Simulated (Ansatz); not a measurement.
Gas-phase electronic energies from Ansatz, PBE0-D4/def2-TZVP geometries. CCSD(T)/CBS is the MP2 limit (def2-TZVPP, def2-QZVPP) plus CCSD(T) − MP2 in def2-TZVPP, frozen cores. This one scheme is used for every species. DFT in def2-TZVPP. Each species was taken in one conformer, which may not be the lowest.

Consider the formal exchange of groups at the Si–S bond: `[SiH3]O[SiH](S)Cl` + BH₃ → `B[SiH](Cl)O[SiH3]` + H₂S.

```
 level  ΔE (kcal/mol)
PBE-D4           17.7
B2PLYP           19.4
```

Q: What does CCSD(T)/CBS give? (Best estimate.)

A: The calculation gave: +19.8 kcal/mol. The listed levels differ from it by -2.1, -0.4 kcal/mol.

Largest T1 diagnostic among the species: 0.011.

From PBE to PBE0 (25 % exact exchange), in def2-TZVPP and without D4, ΔE moves by +1.2 kcal/mol. The D4 term adds +1.4 kcal/mol with B3LYP and +0.7 kcal/mol with PBE0; it sums over pairs of atoms, weighted by their polarisabilities, and B3LYP, whose exchange is more repulsive, gets the larger term.

B3LYP here is the variant with VWN-RPA as its local correlation; programs differ in this.
